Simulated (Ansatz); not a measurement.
`[OH][Zn][NH]B[SiH3]` + `CO[SiH3]` → `C[O][Zn][OH]` + `[SiH3]BN[SiH3]`  (redistribution)

Isolated molecules relaxed with PBE0-D4/def2-TZVP in Ansatz; ΔE leaves out vibrations. CCSD(T)/CBS is the MP2 limit (def2-TZVPP, def2-QZVPP) plus CCSD(T) − MP2 in def2-TZVPP, frozen cores. Functionals use def2-TZVPP. B3LYP here is the variant with VWN-RPA as its local correlation; programs differ in this. For Zn outer-core shells are correlated without core-valence functions, which leaves a few kJ/mol of doubt a bond. Scalar relativity is left out up to krypton. One conformer a species, not always the lowest.

(1) Is it downhill or uphill in electronic energy at CCSD(T)/CBS, and by how much? (Estimate.)

(2) What do these levels give: PBE-D4, r2SCAN-D4, B3LYP-D4, ωB97X-V, ωB97M-V, HF/def2-TZVPP, MP2/def2-TZVPP, SCS-MP2/def2-TZVPP, HF/def2-QZVPP, HF/CBS(def2), MP2/CBS(def2), CCSD/CBS(def2)? (An estimate is asked.)

Largest T1 diagnostic among the species: 0.017.

## Answers

(1) Ansatz gave: Uphill: ΔE = +12.9 kcal/mol.

(2) The calculation gave: PBE-D4 12.1, r2SCAN-D4 13.2, B3LYP-D4 12.1, ωB97X-V 12.5, ωB97M-V 13.4, HF/def2-TZVPP 12.3, MP2/def2-TZVPP 13.5, SCS-MP2/def2-TZVPP 13.1, HF/def2-QZVPP 11.8, HF/CBS(def2) 11.8, MP2/CBS(def2) 12.8, CCSD/CBS(def2) 12.5 kcal/mol.

In def2-TZVPP, CCSD(T) changes the Hartree–Fock value by +1.3 kcal/mol (the triples alone add +0.4 kcal/mol) and MP2 by +1.2 kcal/mol. From PBE to PBE0 (25 % exact exchange), in def2-TZVPP and without D4, ΔE moves by +0.8 kcal/mol.
